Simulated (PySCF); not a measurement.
# Working out the ionisation energy of Mn

Mn [Ar] 3d5 4s2 (6S) → Mn⁺ [Ar] 3d5 4s1 (7S). Calculation: PySCF 2.14, in cc-pVDZ (6s5p3d1f, 43 functions); no relativity, point nucleus. Frozen: [Ar]. Energies in hartree (1 hartree = 27.21139 eV):

```
             part    Mn (lower)   Mn⁺ (upper)
              UHF  -1149.867692  -1149.647868
MP2 opposite-spin     -0.032116      0.000000
    MP2 same-spin     -0.066601     -0.066987
```

Q: What does Hartree-Fock give?

A: (-1149.647868) − (-1149.867692) = 0.219824 hartree = 5.982 eV.

Q: What do MP2 and SCS-MP2 (6/5 opposite-spin, 1/3 same-spin) give?

A: The opposite-spin parts differ by 0.874 eV and the same-spin parts by -0.011 eV. MP2: 5.982 + (0.874) + (-0.011) = 6.845 eV. SCS-MP2: 5.982 + 1.2 × (0.874) + (-0.011)/3 = 7.027 eV.

Measured between the centres of the two terms (NIST): 7.434 eV, so MP2 (valence) is off by -0.589 eV.

The calculation is non-relativistic.

A double-zeta basis recovers only part of the correlation energy.

What remains against the reference includes basis incompleteness, the frozen core and correlation beyond second order.
